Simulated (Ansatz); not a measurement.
Coupled-cluster run, CH₃AlOS, SMILES `[OH][AlH][CH]=S`.

```yaml
crystal:
  periodic: [false, false, false]
  atoms:
    - {symbol: O, position_ang: [-1.751473, 0.543627, 0.267061]}
    - {symbol: Al, position_ang: [-0.085057, 0.812871, 0.344903]}
    - {symbol: C, position_ang: [1.056635, -0.661564, -0.305935]}
    - {symbol: S, position_ang: [0.303304, -1.986696, -0.853895]}
    - {symbol: H, position_ang: [-2.057395, -0.296032, -0.082931]}
    - {symbol: H, position_ang: [0.444486, 2.182533, 0.914542]}
    - {symbol: H, position_ang: [2.150701, -0.662739, -0.329346]}
basis:
  gaussian: {orbitals: def2-TZVPP}
correlation: {method: ccsd_t}
output: {orbitals: {seedname: orbitals}}
```

```sh
$ ansatz run in.yaml --threads 2 --pin off --events-out ev --progress --plain --max-ram 4352MiB
```

Output of Ansatz, abridged:

```
Functional definition: HF
1118 factors; integrals over basis functions are off by at most 1.2e-3 eV
mean field evaluation 1: about -20514.2715 eV, gradient 4.1e1 eV
mean field evaluation 2: about -20514.4519 eV, gradient 4.1e1 eV
mean field evaluation 4: about -20517.8911 eV, gradient 3.2e0 eV
mean field evaluation 8: about -20517.9511 eV, gradient 2.5e-1 eV
mean field evaluation 32: about -20513.0870 eV, gradient 1.2e-1 eV
mean field -20517.95146853 eV, -754.0208089016 hartree, gradient 2.3e-6 eV, S^2 0.000000; 0 other end points of the search recorded, 0 dependent functions left out; unrestricted orbitals would lower it
mean field evaluation 64: about -20517.9228 eV, gradient 3.2e0 eV
12 core orbitals not correlated: weight in the atoms' cores, before any rotation towards them, 1.000 or more for the frozen orbitals, at most 0.000 for the correlated occupied ones
reference -20517.95146853 eV, -754.0208089016 hartree; 11, 11 occupied and 165, 165 virtual orbitals, 1118 factors
second order -17.55443267 eV of doubles, -0.00000000 eV of singles
cycle   1  -17.78556115 eV  change   -2.3e-1 eV  update   1.1e-1
cycle   2  -18.28118852 eV  change   -5.0e-1 eV  update   3.5e-2
cycle   3  -18.41325081 eV  change   -1.3e-1 eV  update   1.9e-2
cycle   4  -18.40045224 eV  change    1.3e-2 eV  update   5.6e-3
cycle   5  -18.39964525 eV  change    8.1e-4 eV  update   2.8e-3
cycle   6  -18.40061325 eV  change   -9.7e-4 eV  update   9.3e-4
cycle   7  -18.40041548 eV  change    2.0e-4 eV  update   3.7e-4
cycle   8  -18.40031656 eV  change    9.9e-5 eV  update   1.3e-4
cycle   9  -18.40036164 eV  change   -4.5e-5 eV  update   5.5e-5
cycle  10  -18.40037780 eV  change   -1.6e-5 eV  update   1.8e-5
perturbative correction -0.83488203 eV, -0.0306813487 hartree
Total energy: -20537.18672837 eV, -754.7276916624 hartree
```

Hardware: 2 threads of an Arm Neoverse V1 on a shared host. Wall time 51 s, peak host memory 1.9 GiB.

MP2 recovers 91.3 % of the CCSD(T) correlation energy and the triples give 4.3 %; T1 = 0.0157.
